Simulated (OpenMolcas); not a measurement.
## Ir4+: ligand-field states by method

Ir4+ with 4 ligands (fluoride) in tetrahedral coordination (Td) at 1.81 Å. Ligand basis ANO-RCC-VDZP.
```
Ir    0.0000    0.0000    0.0000
F     1.0450    1.0450    1.0450
F     1.0450   -1.0450   -1.0450
F    -1.0450    1.0450   -1.0450
F    -1.0450   -1.0450    1.0450
```

```yaml
Program: OpenMolcas 26.06
Basis: ANO-RCC-VTZP [8s7p5d3f1g]
Scalar_Hamiltonian: DKH2, point nucleus
Active_space: 5 electrons in 5 orbitals (5d)
State_averaging: 2S+1 = 6 even, 1 root; 2S+1 = 4 even, 24 roots; 2S+1 = 2 even, 75 roots
Spin-orbit_coupling: state interaction with AMFI integrals over the reference wave functions
```

I. CASSCF
II. SS-CASPT2, IPEA 0.25 Eh, imaginary shift 0.1 Eh (the 28 lowest orbitals frozen, all others correlated)

Spin-free states (labels of Td) in cm-1, each column counted from its own energy of the first state listed:

```csv
State,Degeneracy,I,II
6A1,1,0,0
2T2,3,2545,-5440
2S+1 = 4,3,6812,-540
2S+1 = 4,3,10440,2680
2A2,1,14282,3750
2S+1 = 2,3,16228,5420
2E,2,17382,6140
2S+1 = 2,3,18705,7430
2S+1 = 4,1,20628,12560
2S+1 = 4,3,21164,11210
4E,2,21403,12940
2S+1 = 2,3,23658,10320
2A1,1,23711,10870
2S+1 = 2,3,25338,11490
4E,2,26646,15440
2E,2,28530,15300
```

II puts a state of multiplicity 2 lowest, 5400 cm-1 below that state.

From I to II, I's first state of another spin (2T2) moves from 2545 to -5440 cm-1, by about -8000 cm-1.

χT at 300 K: I 1.63, II 0.47 cm3 K/mol.

The states above are spin-free; spin-orbit coupling is strong here and shifts and splits them by thousands of cm-1.

Roots that are degenerate in the reference are averaged as groups; the widest CASPT2 spread within a group is 750 cm-1 (the 3-fold group of multiplicity 4 near 38400 cm-1 above the lowest state of its run, II). Shifts and gaps below about the spread of the groups concerned are not significant. Over all roots computed the reference weight is 0.70 to 0.74 in II; a low but even weight reflects the number of correlated electrons. The least metal-like active orbital is 71 % on the metal (Löwdin) and no ligand orbital is active, so the numbers are rough. Ligand-to-metal charge-transfer states are missing. With no ligand orbital active B as a rule stays too high, so bands that hang on it stand too high and its fall with covalency is understated. Spin-orbit coupling mixes the spin-free states strongly: the lowest level takes only 32 % from its leading state, 6A1 (figures for I; the like holds for II). Without dynamic correlation the repulsion within the d shell is too large (B by tens of per cent), so at a given field states of lower spin stand too high (holds for I). This shell can be high or low spin here, a state of another spin lies low, and with metal d orbitals alone active their balance is uncertain, so the ground spin may be wrong (holds for I). With metal d orbitals alone the field can be off either way by tens of per cent (holds for I). This shell can be high or low spin here, a state of another spin lies low, and with metal d orbitals alone active their balance is uncertain, so the ground spin may be wrong, although the usual error favours high spin (holds for II). These CASPT2 states fit no ligand-field parameters well, so their order and spin gaps are uncertain (holds for II). With one d shell and no ligand orbital active, 10Dq can be off by a tenth or more (holds for II). Free-ion shares, where given, are those of the reference states; single-state CASPT2 does not remix them (holds for II). No measured value stands beside these numbers; the geometry is a model, was not optimised and need not be the one that this ion takes.
